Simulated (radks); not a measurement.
Question: All-electron atom: Re in [Xe] 4f13 5d6 6s2 (not the ground configuration). Calculated with a radial shooting solver on a logarithmic mesh with Libxc functionals: scalar-relativistic Kohn-Sham, PBEsol, spin-polarised, spherical densities, finite nucleus; open shells are filled with parallel spins first (spin-orbit coupling, left out, can overturn this in heavy ions); Fermi nuclear charge, rms radius 5.3698 fm. Some entries of the table are withheld. Estimate them.

orbital,occ.,eigenvalue (hartree),r(max) (bohr)
1s down,1,-2631.988,0.01125
1s up,1,-2631.988,0.01125
2s up,1,-456.7161,0.06455
2s down,1,-456.7072,0.06455
2p up,3,-398.7740,0.05303
2p down,3,-398.7668,0.05303
3s up,1,-106.1032,0.1821
3s down,1,-106.0761,0.1821
3p up,3,-89.01091,0.1804
3p down,3,-88.98332,0.1804
3d up,5,-69.58736,0.1469
3d down,5,-69.56309,0.1469
4s up,1,-22.45713,0.4124
4s down,1,-22.40698,0.4124
4p up,3,-16.83315,0.4326
4p down,3,-16.78472,0.4326
4d up,5,-9.77131,0.4423
4d down,5,-9.72273,0.4424
5s up,1,-3.30720,0.9295
5s down,1,-3.22945,0.9272
4f up,7,-1.92248,(1)
4f down,6,-1.86910,(2)
5p up,3,-1.86895,1.047
5p down,3,-1.77920,1.043
5d up,5,-0.27179,1.372
6s up,1,-0.24228,2.468
6s down,1,-0.19446,2.583
5d down,1,-0.18086,1.370

Answer: 
(1) 4f up r(max) (bohr): 0.4132
(2) 4f down r(max) (bohr): 0.4134
